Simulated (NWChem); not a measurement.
System: CH₄BFOS; SMILES CSB(O)F

Input file for NWChem:

```
start job
memory heap 200 mb stack 900 mb global 1100 mb
geometry units angstroms noautosym nocenter noautoz
  B     -0.060928     0.820676     0.000038
  F      0.666803     1.940900    -0.000289
  O     -1.410390     0.884545     0.000187
  H     -1.734101     1.792739     0.000020
  S      0.812307    -0.757388     0.000320
  C     -0.579822    -1.924394     0.000612
  H     -1.201401    -1.794567     0.895863
  H     -0.148115    -2.933647     0.001877
  H     -1.200255    -1.796377    -0.895702
end
basis spherical
  B library def2-svp
  F library def2-svp
  O library def2-svp
  H library def2-svp
  S library def2-svp
  C library def2-svp
end
dft
  xc b3lyp
  iterations 150
  mulliken
end
task dft energy
esp
  recalculate
  probe 0.07
  range 0.3
  factor 1.0
  spacing 0.02
end
task esp
```

NWChem printed, in part:

```
             Northwest Computational Chemistry Package (NWChem) 7.3.0
             --------------------------------------------------------

                             Geometry "geometry" -> ""
                             -------------------------

 Output coordinates in angstroms (scale by  1.889725989 to convert to a.u.)

  No.       Tag          Charge          X              Y              Z
 ---- ---------------- ---------- -------------- -------------- --------------
    1 B                    5.0000    -0.06092800     0.82067600     0.00003800
    2 F                    9.0000     0.66680300     1.94090000    -0.00028900
    3 O                    8.0000    -1.41039000     0.88454500     0.00018700
    4 H                    1.0000    -1.73410100     1.79273900     0.00002000
    5 S                   16.0000     0.81230700    -0.75738800     0.00032000
    6 C                    6.0000    -0.57982200    -1.92439400     0.00061200
    7 H                    1.0000    -1.20140100    -1.79456700     0.89586300
    8 H                    1.0000    -0.14811500    -2.93364700     0.00187700
    9 H                    1.0000    -1.20025500    -1.79637700    -0.89570200

 Effective nuclear repulsion energy (a.u.)     216.4595137116

                                 NWChem DFT Module
                                 -----------------

 Summary of "ao basis" -> "ao basis" (spherical)
 ------------------------------------------------------------------------------
       Tag                 Description            Shells   Functions and Types
 ---------------- ------------------------------  ------  ---------------------
 B                          def2-svp                 6       14   3s2p1d
 F                          def2-svp                 6       14   3s2p1d
 O                          def2-svp                 6       14   3s2p1d
 H                          def2-svp                 3        5   2s1p
 S                          def2-svp                 8       18   4s3p1d
 C                          def2-svp                 6       14   3s2p1d

            General Information
            -------------------
          SCF calculation type: DFT
          Wavefunction type:  closed shell.
          No. of atoms     :     9
          No. of electrons :    48
           Alpha electrons :    24
            Beta electrons :    24
          Charge           :     0
          Spin multiplicity:     1
          Use of symmetry is: off; symmetry adaption is: off
          Maximum number of iterations: 150
          AO basis - number of functions:    94
                     number of shells:    44
          Convergence on energy requested:  1.00D-06
          Convergence on density requested:  1.00D-05
          Convergence on gradient requested:  5.00D-04

              XC Information
              --------------
                         B3LYP Method XC Potential
                     Hartree-Fock (Exact) Exchange  0.200
                        Slater Exchange Functional  0.800 local
                    Becke 1988 Exchange Functional  0.720 non-local
              Lee-Yang-Parr Correlation Functional  0.810
                  VWN I RPA Correlation Functional  0.190 local

             Grid Information
             ----------------
          Grid used for XC integration:  medium
          Radial quadrature: Mura-Knowles
          Angular quadrature: Lebedev.
          Tag              B.-S. Rad. Rad. Pts. Rad. Cut. Ang. Pts.
          ---              ---------- --------- --------- ---------
          B                   0.85       49          10.0       434
          F                   0.50       49          12.0       434
          O                   0.60       49          11.0       434
          H                   0.35       45          12.0       434
          S                   1.00       88          10.0       590
          C                   0.70       49          11.0       434
          Grid pruning is: on
          Number of quadrature shells:   464
          Spatial weights used:  Erf1

[...]

                     NWChem Electrostatic Potential Fit Module
                     -----------------------------------------

 Atom parameters

 Number of atoms is                                    9
 Number of basis functions is                         94

 Grid parameters

 Maximum number of grid points is                  37651
 Number of grid points is                          37650
 Grid range                                     0.300000 nm
 Grid spacing                                   0.020000 nm
 Probe radius                                   0.070000 nm
 Atom radius factor                             1.000000

 Atomic radii

    1    0.100000
    5    0.158000
    6    0.147000
    8    0.136000
    9    0.128000
   16    0.174000
 FASTESP  F
  using M.O. file = ./job.movecs

    Atom              Coordinates                           Charge

                                                  ESP

    1 B    -0.006093    0.082068    0.000004    0.646299
    2 F     0.066680    0.194090   -0.000029   -0.300207
    3 O    -0.141039    0.088455    0.000019   -0.591284
    4 H    -0.173410    0.179274    0.000002    0.392221
    5 S     0.081231   -0.075739    0.000032   -0.324870
    6 C    -0.057982   -0.192439    0.000061    0.144593
    7 H    -0.120140   -0.179457    0.089586   -0.001043
    8 H    -0.014812   -0.293365    0.000188    0.035290
    9 H    -0.120026   -0.179638   -0.089570   -0.000999
                                            ------------
                                                0.000000

 Dipole moment                                  0.824474

 Quadrupole moment Qxx                         -7.820529
                   Qyy                          7.960284
                   Qzz                         -0.139755

 RMS deviation kJ/mol                           0.068045

 RRMS %                                        32.512143
```

Level: B3LYP/def2-SVP. All runs use the structure optimised with PBE0/def2-SVP.
